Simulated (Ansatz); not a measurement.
Geometry optimisation of the cluster Au5Se2⁺.

```yaml
crystal:
  periodic: [false, false, false]
  atoms:
    - {symbol: Au, position_ang: [0.135900, 0.260040, -1.310610]}
    - {symbol: Au, position_ang: [-2.784190, 2.629740, -0.150790]}
    - {symbol: Au, position_ang: [0.179220, 1.353470, 1.901750]}
    - {symbol: Au, position_ang: [0.076790, -3.664330, -1.070420]}
    - {symbol: Au, position_ang: [1.340170, -1.227450, 1.605890]}
    - {symbol: Se, position_ang: [-0.428140, 2.433770, -0.207110]}
    - {symbol: Se, position_ang: [1.480240, -1.785240, -0.768710]}
basis:
  gaussian: {orbitals: def2-SVP}
total_charge: 1
hamiltonian: {xc: pbe0, dispersion: d4}
scf: {lower_state_search: "off"}
output: {orbitals: {seedname: orbitals}}
relax: {f_tol: 0.02, max_steps: 100}
```

```sh
$ ansatz run in.yaml --threads 4 --pin off --events-out ev --progress --plain --max-ram 4787MiB
```

Output, abridged:

```
Functional definition: PBE0
mean field -149132.24381243 eV, -5480.5088746412 hartree, gradient 4.7e-6 eV, S^2 0.000000; 0 other end points of the search recorded, 0 dependent functions left out
relax step   1: F+E_penalty+E_count = -149132.77995772 eV  Δ(F+E_penalty+E_count) = +0.000e0 eV  max|allowed force component| = 6.984e-1 eV/Å  Δτ_max = 0.0000 Å  (20 SCF iters, accepted)
mean field -149132.49130149 eV, -5480.5179696967 hartree, gradient 2.4e-6 eV, S^2 0.000000; 0 other end points of the search recorded, 0 dependent functions left out
relax step   2: F+E_penalty+E_count = -149133.02771836 eV  Δ(F+E_penalty+E_count) = -2.478e-1 eV  max|allowed force component| = 5.460e-1 eV/Å  Δτ_max = 0.1949 Å  (28 SCF iters, accepted)
mean field -149132.61434168 eV, -5480.5224913400 hartree, gradient 1.2e-6 eV, S^2 0.000000; 0 other end points of the search recorded, 0 dependent functions left out
relax step   3: F+E_penalty+E_count = -149133.15111175 eV  Δ(F+E_penalty+E_count) = -1.234e-1 eV  max|allowed force component| = 1.638e-1 eV/Å  Δτ_max = 0.1945 Å  (28 SCF iters, accepted)
mean field -149132.68369296 eV, -5480.5250399528 hartree, gradient 2.3e-6 eV, S^2 0.000000; 0 other end points of the search recorded, 0 dependent functions left out
relax step   4: F+E_penalty+E_count = -149133.22093505 eV  Δ(F+E_penalty+E_count) = -6.982e-2 eV  max|allowed force component| = 9.016e-2 eV/Å  Δτ_max = 0.2000 Å  (25 SCF iters, accepted)
mean field -149132.74136368 eV, -5480.5271593124 hartree, gradient 2.1e-6 eV, S^2 0.000000; 0 other end points of the search recorded, 0 dependent functions left out
relax step   5: F+E_penalty+E_count = -149133.27576032 eV  Δ(F+E_penalty+E_count) = -5.483e-2 eV  max|allowed force component| = 1.398e-1 eV/Å  Δτ_max = 0.1951 Å  (25 SCF iters, accepted)
mean field -149132.80058908 eV, -5480.5293358057 hartree, gradient 2.1e-6 eV, S^2 0.000000; 0 other end points of the search recorded, 0 dependent functions left out
relax step   6: F+E_penalty+E_count = -149133.32895995 eV  Δ(F+E_penalty+E_count) = -5.320e-2 eV  max|allowed force component| = 1.449e-1 eV/Å  Δτ_max = 0.1948 Å  (24 SCF iters, accepted)
mean field -149132.85355527 eV, -5480.5312822776 hartree, gradient 1.5e-6 eV, S^2 0.000000; 0 other end points of the search recorded, 0 dependent functions left out
relax step   7: F+E_penalty+E_count = -149133.37469961 eV  Δ(F+E_penalty+E_count) = -4.574e-2 eV  max|allowed force component| = 1.519e-1 eV/Å  Δτ_max = 0.1945 Å  (24 SCF iters, accepted)
mean field -149132.89767885 eV, -5480.5329037889 hartree, gradient 1.3e-6 eV, S^2 0.000000; 0 other end points of the search recorded, 0 dependent functions left out
relax step   8: F+E_penalty+E_count = -149133.40937869 eV  Δ(F+E_penalty+E_count) = -3.468e-2 eV  max|allowed force component| = 7.839e-2 eV/Å  Δτ_max = 0.2000 Å  (24 SCF iters, accepted)
mean field -149132.92671664 eV, -5480.5339709081 hartree, gradient 9.1e-6 eV, S^2 0.000000; 0 other end points of the search recorded, 0 dependent functions left out
relax step   9: F+E_penalty+E_count = -149133.42740883 eV  Δ(F+E_penalty+E_count) = -1.803e-2 eV  max|allowed force component| = 4.729e-2 eV/Å  Δτ_max = 0.2000 Å  (28 SCF iters, accepted)
mean field -149132.92582588 eV, -5480.5339381732 hartree, gradient 1.5e-6 eV, S^2 0.000000; 0 other end points of the search recorded, 0 dependent functions left out
relax step  10: F+E_penalty+E_count = -149133.42198300 eV  Δ(F+E_penalty+E_count) = +5.426e-3 eV  max|allowed force component| = 1.621e-1 eV/Å  Δτ_max = 0.1951 Å  (24 SCF iters, rejected (line search))
mean field -149132.93440396 eV, -5480.5342534119 hartree, gradient 9.2e-6 eV, S^2 0.000000; 0 other end points of the search recorded, 0 dependent functions left out
relax step  11: F+E_penalty+E_count = -149133.43204088 eV  Δ(F+E_penalty+E_count) = -4.632e-3 eV  max|allowed force component| = 1.051e-2 eV/Å  Δτ_max = 0.0975 Å  (28 SCF iters, accepted)
mean field -149132.93794787 eV, -5480.5343836483 hartree, gradient 9.4e-6 eV, S^2 0.000000; 0 other end points of the search recorded, 0 dependent functions left out
relax step  12: F+E_penalty+E_count = -149133.43294673 eV  Δ(F+E_penalty+E_count) = -9.059e-4 eV  max|allowed force component| = 2.352e-2 eV/Å  Δτ_max = 0.0745 Å  (29 SCF iters, accepted)
mean field -149132.93786485 eV, -5480.5343805974 hartree, gradient 4.9e-6 eV, S^2 0.000000; 0 other end points of the search recorded, 0 dependent functions left out
relax step  13: F+E_penalty+E_count = -149133.43298336 eV  Δ(F+E_penalty+E_count) = -3.662e-5 eV  max|allowed force component| = 7.826e-3 eV/Å  Δτ_max = 0.0039 Å  (16 SCF iters, accepted)
Total energy: -149133.43303256 eV, -5480.5525776751 hartree
Atom 0 at     0.477045     0.296025    -0.580310 Å, force     0.004746     0.000877     0.007826 eV/Å
Atom 1 at    -2.712516     1.840480    -0.336553 Å, force    -0.001892    -0.000196    -0.000281 eV/Å
Atom 2 at    -0.309090     2.601477     2.008552 Å, force     0.000657    -0.000885    -0.003014 eV/Å
Atom 3 at    -0.477916    -3.091716    -1.057734 Å, force    -0.001438    -0.001258    -0.000733 eV/Å
Atom 4 at     1.886611    -2.348881     1.332003 Å, force    -0.000776     0.001578    -0.002561 eV/Å
Atom 5 at    -0.430592     2.555211    -0.379976 Å, force    -0.000819    -0.000034    -0.000732 eV/Å
Atom 6 at     1.566447    -1.852596    -0.985982 Å, force    -0.000477    -0.000082    -0.000504 eV/Å
Dipole moment:    -0.534914    -0.331155     0.645411 e Å
Checks for a lower state left out: stability, starts, cluster_reference, orbital_swaps, neighbouring_geometries, increment
```

Hardware: 4 threads of Arm Neoverse V2 on a shared host. Wall time 2.8 min, peak host memory 1 GiB.

In the def2 sets Au takes a core potential; there is no spin–orbit coupling. Another isomer (singlet) lies 0.05 eV lower at PBE0-D4/def2-TZVP; other spin states weren't run for this one.
